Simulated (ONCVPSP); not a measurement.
# What one change does to a pseudopotential (Nb, ONCV)

ONCVPSP 4.0.1 input, shortened (lines: element, Z, core and valence counts, functional; n l f; lmax; l rc ep ncon nbas qcut; lloc lpopt rc5 dvloc0; l nproj debl; icmod fcfact rcfact), PBEsol, scalar-relativistic:

```
  Nb 41.00    6    4  -116133      upf
    1    0    2.00
    2    0    2.00
    2    1    6.00
    3    0    2.00
    3    1    6.00
    3    2   10.00
    4    0    2.00
    4    1    6.00
    4    2    3.00
    5    0    2.00
    2
    0    2.05    0.00    4    7    6.00
    1    1.80    0.00    4    7    6.40
    2    1.80    0.00    4    9    4.70
    4    5    1.25    4.00
    0    2    3.00
    1    2    3.90
    2    2    2.60
    0    0.00    0.00
```

Change: local potential polynomial inside 1.25 bohr (lpopt 5, dvloc0 5 Ha).

Cutoffs: the cutoffs (Ha) at which the residual kinetic energy of the hardest occupied pseudo-wave falls to 1 and 0.1 mHa per electron; they do not see the model core or the augmentation charge, which bear on the density cutoff. Errors are all-electron minus pseudo energies relative to the spin-unpolarised reference configuration.

Problem. Predict the effect on cutoff, ghosts and configuration errors.

Solution. The potential gets neither clearly harder nor softer (42 Ha and 92 Ha → 42 Ha and 92 Ha); the bound ghost in d disappears; of the 4 tests that both files solve, the error grows in 0 and shrinks in 1 by more than 15 % and 0.3 meV (median size 7.4 → 7.0 meV). In the separable form a ghost depends on how the local part lies against the semilocal potential of the channel, so the choice of the local part can create or remove one.

```csv
quantity,base,changed
"cutoff, loose",42 Ha,42 Ha
"cutoff, tight",92 Ha,92 Ha
bound ghosts,d,none
GHOST(+) flags under 300 eV,none,none
"error for 4s2 4p6 4d4 5s1, meV [ΔE 0.53 eV]",-4.6,-3.8
"error for 4s2 4p6 4d4 5s0, meV [ΔE 7.19 eV]",-9.2,-8.7
"error for 4s2 4p6 4d3 5s0, meV [ΔE 21.22 eV]",-8.2,-7.8
"error for 4s2 4p6 4d4 5s0 5p1, meV [ΔE 3.53 eV]",-6.6,-6.3
s: phases at 2.08 bohr within 0.05 rad from the reference energy up to (Ha; the scan ends near 5),4.5,4.7
p: phases at 1.83 bohr within 0.05 rad from the reference energy up to (Ha; the scan ends near 5),to the end of the scan,to the end of the scan
d: phases at 1.83 bohr within 0.05 rad from the reference energy up to (Ha; the scan ends near 5),3.4,3.8
```

 A true bound ghost makes a file unfit for plane-wave use even where its test errors are small: the radial tests pick states by their node count and pass the ghost by.
